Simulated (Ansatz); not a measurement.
Stepwise reaction of `F[SiH](F)O[SiH3]` with hydrogen chloride, as a gas-phase model of exchange steps in deposition or etching. ΔE in kJ/mol.

Computed with Ansatz on PBE0-D4/def2-TZVP structures; ΔE is electronic, products minus reactants. CBS: MP2 limit from def2 TZ/QZ plus the TZ coupled-cluster correction, frozen cores. This one scheme is used for every species. Functionals use def2-TZVPP. B3LYP here is the variant with VWN-RPA as its local correlation; programs differ in this. One conformer a species, not always the lowest.

```
step                                                    reaction  PBE-D4  B3LYP-D4  ωB97M-V  CCSD(T)/CBS
   2  `F[Si](F)(Cl)O[SiH3]` + HCl → `F[Si](F)(Cl)O[SiH2]Cl` + H₂   -89.9     -88.0    -89.5        -88.5
```

Question: Give the row of step 1, `F[SiH](F)O[SiH3]` + HCl → `F[Si](F)(Cl)O[SiH3]` + H₂. (Estimate.)

Answer: The calculation gave: 
```json
{"step": "1", "reaction": "`F[SiH](F)O[SiH3]` + HCl → `F[Si](F)(Cl)O[SiH3]` + H₂", "PBE-D4": "-75.0", "B3LYP-D4": "-74.2", "ωB97M-V": "-76.6", "CCSD(T)/CBS": "-74.3"}
```

Question: By hand: ΔE of the 2 steps together at CCSD(T)/CBS.

Answer: (-74.3) + (-88.5) = -162.8 kJ/mol, or -81.4 kJ/mol a step.

In ΔE each step is lower than the one before. All are downhill at CCSD(T)/CBS. PBE-D4 differs from CCSD(T)/CBS by -1.4 to -0.7 kJ/mol a step. Isolated molecules leave out the surface, adducts and barriers. Largest T1 diagnostic: 0.012.
